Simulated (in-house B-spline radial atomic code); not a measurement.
Sr²⁺. Computed with a B-spline radial atomic code. Model: all-electron spherical atom, spin shells full or empty, radial basis limit, no spin-orbit coupling, Breit or QED, empty-state partial waves extrapolated as (l+1/2)^-4, RPA, G0W0 and static COHSEX of the highest shell as one setting changes (uncorrelated shells keep exact exchange).

Given: element Sr; charge 2; filled core Ar; hamiltonian one-electron scalar X2C; mean-field start HSE06; highest l of empty states 9; nuclear rms radius 4.224 fm; highest mean-field shell 4p.

Shell: 3d 5 5, 4s 1 1, 4p 3 3 (electrons up and down).

```tsv
lowest nl shells left uncorrelated	RPA correlation energy (hartree)	G0W0 level (eV)	G0W0 minus most complete (meV)	COHSEX level (eV)	linearised minus solved G0W0 (meV)
0	-2.6357	-43.349	0	-46.071	-17.7
1	-2.4778	-43.348	1.4	-46.071	-17.7
2	-2.2955	-43.347	2.2	-46.071	-17.7
3	-1.7827	-43.337	12.3	-46.049	-17.6
4	?	?	?	?	?
5	?	?	?	?	?
6	-0.37264	-43.117	231.8	-45.654	-16.3
7	-0.25507	-43.632	-282.8	-46.068	-15.1
```

(1) What follows for lowest nl shells left uncorrelated = 5?

(2) What follows for lowest nl shells left uncorrelated = 4?

Answers

(1) RPA correlation energy -1.1061 hartree; G0W0 level -43.401 eV; G0W0 minus most complete -52 meV; COHSEX level -46.151 eV; linearised minus solved G0W0 -18.1 meV.

(2) RPA correlation energy -1.6077 hartree; G0W0 level -43.344 eV; G0W0 minus most complete 5.3 meV; COHSEX level -46.054 eV; linearised minus solved G0W0 -17.7 meV.
